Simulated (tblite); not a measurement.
C5H11NO2Si.
Structure used (GFN2-xTB), in Å, numbered top down from 1:
```xyz
20
C5H11NO2Si angstrom
C     -1.366   -1.843    0.392
C     -0.735   -0.468    0.566
C     -1.664    0.670    0.130
N     -0.844    1.856    0.031
Si     0.815    1.611   -0.375
C      0.542   -0.285   -0.243
O      1.627   -1.006    0.367
C      2.806   -0.497    0.179
O      3.062    0.518   -0.415
H     -1.616   -2.016   -0.653
H     -0.671   -2.615    0.713
H     -2.276   -1.925    0.983
H     -0.479   -0.315    1.619
H     -2.461    0.819    0.865
H     -2.133    0.414   -0.832
H     -1.356    2.710   -0.106
H      1.183    1.964   -1.745
H      1.572    2.272    0.682
H      0.411   -0.722   -1.239
H      3.579   -1.131    0.643
```

Method: GFN2-xTB as coded in tblite; computed harmonic values from a numerical Hessian at the method's own geometry, unscaled. Against measured fundamentals such values can be off by several per cent, at times by over 20. Modes of hydrogen on silicon can be 10 to 20 % off. One conformer, not necessarily the lowest.

Harmonic wavenumbers (cm⁻¹): 66.5, 111.9, 153.7, 167.3, 212.9, 235.6, 265.3, 353.2, 360.2, 408.6, 425.3, 471.8, 524.5, 558.9, 653.8, 704.8, 745.9, 776.5, 805.4, 832.3, 916.6, 938.0, 939.3, 980.2, 1016.5, 1087.1, 1113.1, 1124.6, 1153.7, 1184.6, 1199.1, 1226.4, 1246.7, 1279.0, 1303.1, 1342.0, 1346.2, 1365.9, 1408.5, 1497.3, 1500.3, 1503.6, 1734.6, 2275.0, 2300.9, 2845.0, 2846.3, 2903.6, 2931.9, 2947.6, 3023.3, 3029.8, 3041.7, 3496.8.

A = 2069, B = 1271, C = 828.5 MHz; mass 145.056 u (most abundant isotopes); point group C1, symmetry number 1.

**Question.** What is the zero-point energy?

**Answer.** Half the sum of the wavenumbers: 34441 cm⁻¹ = 98.47 kcal/mol.

**Question.** Give the ideal-gas entropy at 400 K and 1 bar in the rigid-rotor, harmonic-oscillator model (classical rotation).

**Answer.** Translation 42.31, rotation 30.26, vibration 37.66: S = 110.2 cal/(mol K).

**Question.** And Cp and H(400 K) − H(0)?

**Answer.** Cp = 51.04 cal/(mol K), of which vibrations give 43.09 (their classical limit is 54 R = 107.3); H(400 K) − H(0) = 11.55 kcal/mol without the zero-point energy, 8.38 from vibrations.

**Question.** Blend soft modes into free rotors: weight 1/[1 + (100 cm⁻¹/ν̃)⁴] for the oscillator and the rest for a rotor with moment μB/(μ + B), μ = h/(8π²ν), B = 10⁻⁴⁴ kg m². What vibrational entropy results?

**Answer.** 36.17 cal/(mol K) in place of 37.66, which changes −T·S at 400 K by +0.60 kcal/mol.

**Question.** How do the functions run with temperature in this model?

**Answer.** 
| T (K) | S (cal/(mol K)) | Cp (cal/(mol K)) | H − H(0) (kcal/mol) | G − H(0) (kcal/mol) | ln q(vib) |
| --- | --- | --- | --- | --- | --- |
| 100 | 67.5 | 17.7 | 1.19 | -5.57 | 1.04 |
| 200 | 83.3 | 28.9 | 3.52 | -13.13 | 3.30 |
| 300 | 97.1 | 40.3 | 6.98 | -22.16 | 5.81 |
| 500 | 122.6 | 60.3 | 17.14 | -44.19 | 11.06 |
| 800 | 155.6 | 79.5 | 38.37 | -86.08 | 18.85 |
| 1000 | 174.2 | 87.6 | 55.12 | -119.09 | 23.75 |

q(vib) and H(0) count from the zero-point level.

**Question.** What must be added to the electronic energy to get the Gibbs energy at 400 K and 1 bar?

**Answer.** ZPE + [H(400 K) − H(0)] − T·S = 98.47 + 11.55 − 44.09 = 65.93 kcal/mol.

**Question.** Which modes carry the vibrational entropy at 400 K?

**Answer.** 66.5 cm⁻¹: 4.83; 111.9 cm⁻¹: 3.81; 153.7 cm⁻¹: 3.19; 167.3 cm⁻¹: 3.03; 212.9 cm⁻¹: 2.57; 235.6 cm⁻¹: 2.37 cal/(mol K); the other 48 give 17.86 together.

Hindered rotation and anharmonicity are outside this model. Other conformers, if any are populated, would add a mixing term that is left out. The structure is chiral; the term R ln 2 for an equal mix with its mirror image is left out.

On an Arm Neoverse V2 with one thread, no GPU, shared host, this took 0.71 s. The figure is for the frequency step alone.
